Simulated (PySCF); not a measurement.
An unknown shows these calculated signals:

1H NMR (400 MHz, computed): δ 5.90 (m, 1H), 2.39 (m, 2H), 1.15 (t, 3H).

13C{1H} NMR (computed): δ 156.8 (C), 128.5 (C), 125.8 (CH), 22.0 (CH2), 16.3 (CH3).

- shielding tensors at PBE0/pcSseg-1 (GIAO)
- coordinates at the GFN2-xTB level
- run in PySCF 2.14
- equivalent nuclei averaged, no relativistic terms, single conformer, no solvent

Referencing at the same level of theory: 1H (31.72 ppm) and 13C (186.93 ppm) against TMS.

**Question.** Which of these does the molecule contain: a CH3CH2 unit, a non-aromatic C=C double bond, a tert-butyl group, a CF3 group, a Si–H bond, a carboxylic acid?

**Answer.** 
- A CH3CH2 unit: yes (δC 16.3, 22.0; δH 1.15 (t), 2.39 (m)).
- A non-aromatic C=C double bond: yes.
- A tert-butyl group: no.
- A CF3 group: yes (δC 128.5).
- A Si–H bond: no.
- A carboxylic acid: no.

The data belong to SMILES C(/CC)=C(/F)C(F)(F)F, C5H6F4; they needn't prove each group on their own.

Carbon signals by region: 3 in the sp2 and nitrile region (100–160 ppm), 2 below 50 ppm.

Splittings by 19F in the carbon and heteronuclear signals aren't shown, as no couplings were computed. Shifts are as computed. Against solution values, carbons near 30 ppm lie about +3 ppm off and those near 130 ppm about +5 ppm. Of 1211 compounds with measured shifts, 218 miss one by over three times the rms of a fit or turn the order of signals round; such compounds aren't used in these exercises. Multiplicities follow the n + 1 count of equivalent neighbours, as no J values were calculated; m marks all less simple cases, F and P coupling included.
